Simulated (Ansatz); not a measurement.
Ansatz (a program for electronic structure) input:

Ansatz 0.2 input:
```yaml
crystal:
  periodic: [false, false, false]
  atoms:
    - {symbol: Cd, position_ang: [0.75928621, 0.05687892, -0.07853786]}
    - {symbol: Br, position_ang: [-0.80994822, 1.80832068, -1.40510809]}
    - {symbol: Br, position_ang: [-0.23135859, -1.88632606, 1.51281715]}
basis:
  gaussian:
    orbitals: def2-TZVPD
hamiltonian:
  xc: {name: B97M-V}
total_charge: -1
magnetization: {spin_polarized: true, initial_magnetization: 1}
output: {forces: true}
```

Problem. What final total energy does it print?

Solution. -5315.31704 Eh (B97M-V/def2-TZVPD). The basis has 154 functions.

The spin state was set by rule; other spins were not relaxed.
